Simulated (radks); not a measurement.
Values are calculated unless marked as measured or tabulated.
Dipole-allowed excitations along the series with 18 electrons in [Ar]. Level of theory: scalar-relativistic Kohn-Sham, LDA (Slater exchange, Perdew-Wang correlation), spin-polarised, spherical densities, finite nucleus; Fermi nuclear charge, rms radius of each element as measured or else 0.836 A^(1/3) + 0.57 fm (a radial shooting solver on a logarithmic mesh with Libxc functionals). Time-dependent linear response with the Hartree and adiabatic LDA kernel, continuum included through the Sternheimer equations, no spin-orbit coupling, so fine structure and intercombination lines are absent. Lines are the poles of the dipole polarisability below minus the highest occupied eigenvalue, found on a grid refined at the orbital gaps; the lowest seven at most are given, and weak or close lines can be missed. The first line takes the name of the lowest orbital gap if no other gap lies below it; otherwise a line is named after a gap within 0.6 % of it, if that gap stands alone.

species  -e(HOMO) (eV)  lowest orbital gap (eV)  first line (eV)     f  static alpha (bohr^3)
Co9+            260.89             3p-3d 59.294   77.733 (3p-3d)  2.69                 0.3967
Ni10+           304.57             3p-3d 63.697   83.242 (3p-3d)  2.51                 0.3236
Cu11+           351.35             3p-3d 68.109   88.737 (3p-3d)  2.35                 0.2674
Zn12+           401.25             3p-3d 72.541   94.233 (3p-3d)  2.22                 0.2235
Ga13+           454.26             3p-3d 77.002   99.747 (3p-3d)  2.10                 0.1887
Ge14+           510.37             3p-3d 81.499   105.29 (3p-3d)  2.00                 0.1607
